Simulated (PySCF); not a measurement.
C2H3BClF (SMILES C=CB(F)Cl), singlet, at a GFN2-xTB geometry; CISD/def2-SVP (PySCF).

Input for PySCF:
```python
from pyscf import gto, scf, ci

mol = gto.Mole()
mol.atom = '''
    B    -0.165876   -0.347618    0.359988
    F    -0.548967   -1.053101    1.415669
    Cl    0.323680    1.268859    0.658223
    C    -0.176201   -0.991657   -1.051694
    C     0.189491   -0.365872   -2.169237
    H    -0.505323   -2.021614   -1.121370
    H     0.168943   -0.846837   -3.133631
    H     0.524178    0.659025   -2.150175
'''
mol.basis = 'def2-svp'
mol.charge = 0
mol.spin = 0
mol.verbose = 4
mol.max_memory = 1800
mol.build()

mf = scf.RHF(mol)
mf.kernel()

myci = ci.CISD(mf, frozen=9)
myci.kernel()
print('E(CISD) = %.10f' % myci.e_tot)
```

What the program printed (banner, timings and long lists left out):

```
PySCF version 2.14.0

[INPUT] verbose = 4
[INPUT] num. atoms = 8
[INPUT] num. electrons = 46
[INPUT] charge = 0
[INPUT] spin (= nelec alpha-beta = 2S) = 0
[INPUT] symmetry False subgroup None
[INPUT] Mole.unit = angstrom
[INPUT] Symbol           X                Y                Z      unit          X                Y                Z       unit  Magmom
[INPUT]  1 B     -0.165876000000  -0.347618000000   0.359988000000 AA   -0.313460210638  -0.656902815969   0.680278728130 Bohr   0.0
[INPUT]  2 F     -0.548967000000  -1.053101000000   1.415669000000 AA   -1.037397281424  -1.990072471506   2.675226693037 Bohr   0.0
[INPUT]  3 Cl     0.323680000000   1.268859000000   0.658223000000 AA    0.611666551999   2.397796000689   1.243861198890 Bohr   0.0
[INPUT]  4 C     -0.176201000000  -0.991657000000  -1.051694000000 AA   -0.332971632874  -1.873960139508  -1.987413626848 Bohr   0.0
[INPUT]  5 C      0.189491000000  -0.365872000000  -2.169237000000 AA    0.358086093070  -0.691397876647  -4.099263829273 Bohr   0.0
[INPUT]  6 H     -0.505323000000  -2.021614000000  -1.121370000000 AA   -0.954922074444  -3.820296789586  -2.119082184304 Bohr   0.0
[INPUT]  7 H      0.168943000000  -0.846837000000  -3.133631000000 AA    0.319256000662  -1.600290002148  -5.921704365447 Bohr   0.0
[INPUT]  8 H      0.524178000000   0.659025000000  -2.150175000000 AA    0.990552860522   1.245376759241  -4.063241869887 Bohr   0.0

nuclear repulsion = 188.927068771347
number of shells = 41
number of NR pGTOs = 153
number of NR cGTOs = 89
basis = def2-svp
ecp = {}

******** <class 'pyscf.scf.hf.RHF'> ********
method = RHF
initial guess = minao
damping factor = 0
level_shift factor = 0
DIIS = <class 'pyscf.scf.diis.CDIIS'>
diis_start_cycle = 1
diis_space = 8
diis_damp = 0
SCF conv_tol = 1e-09
SCF conv_tol_grad = None
SCF max_cycles = 50
direct_scf = True
direct_scf_tol = 1e-13
Set gradient conv threshold to 3.16228e-05
Initial guess from minao.
init E= -661.623841276596
  HOMO = -0.304502649830195  LUMO = -0.0104370834096477  gap/eV = 8.00193
cycle= 1 E= -660.818210633986  delta_E= 0.806  |g|= 0.545  |ddm|= 2.79
  HOMO = -0.438939880168527  LUMO = 0.0382889492404415  gap/eV = 12.98606
cycle= 2 E= -660.885412496547  delta_E= -0.0672  |g|= 0.275  |ddm|= 0.659
  HOMO = -0.404529745670726  LUMO = 0.0759525854942913  gap/eV = 13.07459
cycle= 3 E= -660.89971676156  delta_E= -0.0143  |g|= 0.0577  |ddm|= 0.237
  HOMO = -0.399947548176872  LUMO = 0.0824220089345724  gap/eV = 13.12594
cycle= 4 E= -660.900754285655  delta_E= -0.00104  |g|= 0.0132  |ddm|= 0.0783
  HOMO = -0.401497759950407  LUMO = 0.0803290059425397  gap/eV = 13.11117
cycle= 5 E= -660.900809542392  delta_E= -5.53e-05  |g|= 0.00262  |ddm|= 0.0177
  HOMO = -0.40135084128151  LUMO = 0.0804527245111117  gap/eV = 13.11054
cycle= 6 E= -660.900813312349  delta_E= -3.77e-06  |g|= 0.000713  |ddm|= 0.00497
  HOMO = -0.401300095038144  LUMO = 0.0805053985488895  gap/eV = 13.11060
cycle= 7 E= -660.900813640228  delta_E= -3.28e-07  |g|= 0.000249  |ddm|= 0.00153
  HOMO = -0.401297835609479  LUMO = 0.0805024192347394  gap/eV = 13.11045
cycle= 8 E= -660.900813669205  delta_E= -2.9e-08  |g|= 8.29e-05  |ddm|= 0.000424
  HOMO = -0.401293451568814  LUMO = 0.0805068550475925  gap/eV = 13.11045
cycle= 9 E= -660.900813673378  delta_E= -4.17e-09  |g|= 1.6e-05  |ddm|= 0.000175
  HOMO = -0.401294444080301  LUMO = 0.0805057215198381  gap/eV = 13.11045
cycle= 10 E= -660.900813673571  delta_E= -1.93e-10  |g|= 3.62e-06  |ddm|= 3.78e-05
  HOMO = -0.40129476606096  LUMO = 0.0805053933648558  gap/eV = 13.11045
Extra cycle  E= -660.900813673577  delta_E= -6.37e-12  |g|= 1.54e-06  |ddm|= 6.24e-06
converged SCF energy = -660.900813673577

******** <class 'pyscf.ci.cisd.RCISD'> ********
CISD nocc = 14, nmo = 80
frozen orbitals 9
max_cycle = 50
direct = 0
conv_tol = 1e-09
max_cycle = 50
max_space = 12
lindep = 0
nroots = 1
Init t2, MP2 energy = -0.657119226698278
RCISD converged
E(RCISD) = -661.4924996688815  E_corr = -0.5916859953043736
E(CISD) = -661.4924996689
```
